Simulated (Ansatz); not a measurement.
**ClH4InSi: structure from calculated spectroscopic constants**

These gas-phase data were calculated for one isomer of ClH4InSi at PBE-D3(BJ)/def2-SVP (harmonic, unscaled wavenumbers; equilibrium rotational constants with average atomic masses):

* rotational constants: 7.694, 1.257, 1.117 GHz
* all wavenumbers above 1500 cm⁻¹: 2159, 2143, 1724, 1709
* dipole moment: 1.90 D (PBE0/def2-TZVPD)

Candidates:

(1) `Cl[SiH2][InH2]`, a singlet
(2) `[SiH3][InH][Cl]`, a singlet

Problem. Which candidate do the data belong to?

Solution. Candidate (1). 2 modes lie between 2000 and 2380 cm⁻¹, one for each Si–H bond, while (2) has 3.

The same quantities for all candidates:

|  | rotational constants (GHz) | wavenumbers above 1500 cm⁻¹ | dipole (D) | E above the lowest, PBE-D3(BJ)/def2-SVP (kcal/mol) |
| --- | --- | --- | --- | --- |
| (1) | 7.694, 1.257, 1.117 | 2159, 2143, 1724, 1709 | 1.90 | 13.7 |
| (2) | 5.347, 1.738, 1.332 | 2175, 2174, 2153, 1729 | 3.31 | 0.0 |

Each candidate is one conformer. Atoms past krypton carry core potentials. Programs: Ansatz 0.2.0.
